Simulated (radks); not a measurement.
Values are calculated unless marked as measured or tabulated.
Problem. Ne, configuration [Ne]. Code: a radial shooting solver on a logarithmic mesh with Libxc functionals. Model: non-relativistic Kohn-Sham, Slater X-alpha with alpha = 0.912, spin-unpolarised, spherical densities, point nucleus. Some entries of the table are withheld. Estimate them.

orbital  occ.  eigenvalue (Ry)  <r> (bohr)
1s          2              (1)      0.1574
2s          2         -2.92300         (2)
2p          6              (3)         (4)

Solution. 
(1) 1s eigenvalue (Ry): -62.20755
(2) 2s <r> (bohr): 0.8827
(3) 2p eigenvalue (Ry): -1.23069
(4) 2p <r> (bohr): 0.9313
